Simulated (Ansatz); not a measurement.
CH₅F₃InN (`C[NH2+][In-]([F])([F])[F]`). Charge 0, multiplicity 1. In: def2 effective core potential.

```tsv
atom	x (Å)	y (Å)	z (Å)
C1	0.202	0.647	-1.259
N2	0.206	0.744	0.214
In3	-0.365	-1.229	1.145
F4	-2.113	-1.379	0.293
F5	-0.287	-0.807	3.043
F6	1.085	-2.272	0.360
H7	0.476	1.594	-1.729
H8	-0.794	0.351	-1.586
H9	0.908	-0.127	-1.559
H10	1.124	1.017	0.551
H11	-0.443	1.460	0.526
```

(1) List the harmonic frequencies (cm⁻¹, unscaled) at PBE0-D4/def2-TZVP in Ansatz. (Best estimate.)

(2) Is this a minimum?

(3) Give the ideal-gas thermochemistry at 298.15 K and 1 bar (rigid rotor, harmonic oscillator; point group Cs, symmetry number 1).

(4) And at 400, 500, 600, 800 and 1000 K?

Answers

(1) Ansatz gave: 19, 60, 77, 125, 126, 150, 197, 223, 374, 570, 590, 600, 618, 1011, 1036, 1046, 1240, 1340, 1459, 1505, 1508, 1642, 3068, 3153, 3171, 3510, 3580.

(2) Yes, all 27 modes are real.

(3) Zero-point energy 191.4 kJ/mol; H(298) − E = 219.0 kJ/mol; entropy 424.4 J/(mol·K), of which translation 175.1, rotation 118.9, vibration 130.4; G(298) − E = 92.4 kJ/mol. Modes under 100 cm⁻¹ are hindered rotations or soft bends, so the harmonic entropy is rough.

(4) 
| T (K) | H − E (kJ/mol) | S (J/mol/K) | G − E (kJ/mol) |
| --- | --- | --- | --- |
| 400 | 232.9 | 464.5 | 47.1 |
| 500 | 248.2 | 498.5 | -1.1 |
| 600 | 264.7 | 528.7 | -52.5 |
| 800 | 301.0 | 580.7 | -163.6 |
| 1000 | 340.3 | 624.6 | -284.2 |
